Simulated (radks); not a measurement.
Problem. The mean radii <r> (bohr) of the occupied orbitals of an atom or ion are listed with their occupations. All-electron calculation, non-relativistic Kohn-Sham, PBE, spin-polarised, spherical densities, point nucleus. Program: a radial shooting solver on a logarithmic mesh with Libxc functionals.

orbital  occ.     <r>
1s up       1  0.3297
1s down     1  0.3293
2s up       1   1.939
2s down     1   1.971
2p up       1   2.255

Name the element and its charge. Open shells, if any, are filled with parallel spins first.

Solution. Z = 5, boron, charge 0: B in [He] 2s2 2p1. The 1s radius gives Z: for a bare nucleus <r> = 1.5/Z, 0.3 bohr for Z = 5, and screening makes it slightly larger (0.3297 here). The occupations add up to 5, and the charge is Z minus that.
